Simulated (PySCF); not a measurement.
Input file for PySCF: R-HF/3-21G on H4MgSi (SMILES [MgH][SiH3]), a point of a bond scan (R = 1.640 Å).

```python
from pyscf import gto, scf, dft, mp
from pyscf.data.elements import chemcore

mol = gto.M(
    atom='''
    Mg   -1.27392741   -0.69923846   -0.17849356
    H    -2.75463928   -1.51197762   -0.38596026
    Si    0.97176783    0.53338788    0.13615713
    H     1.67718452    0.22137365    1.58397737
    H     0.83766034    2.01691253    0.06363188
    H     1.98630247    0.16875768   -0.89430607
    ''',
    basis='3-21g',
    charge=0, spin=0, verbose=3, max_memory=1800)
mf = scf.RHF(mol)
mf.conv_tol = 1e-8
mf.max_cycle = 100
mf.kernel()
if not mf.converged:
    mf = mf.newton().run(mf.mo_coeff, mf.mo_occ)
```

Problem. Give the final energy of this run.

Solution. -488.1470 hartree.
